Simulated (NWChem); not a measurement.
SiBiH5; SMILES [SiH3][BiH2]

Program: NWChem. The geometry was optimised at PBE0/def2-SVP. No frequency run checked for a minimum. def2 effective core potentials on Bi; no spin-orbit coupling. Ions are spin-unrestricted doublets at the neutral geometry; other ion states weren't tried.

Problem. What does the run give for CAM-B3LYP/def2-SVP? Quantities: vertical ionisation energy, ΔSCF (eV); −ε(HOMO) (eV).

Solution. 
- vertical ionisation energy, ΔSCF (eV) = 9.34
- −ε(HOMO) (eV) = 8.39
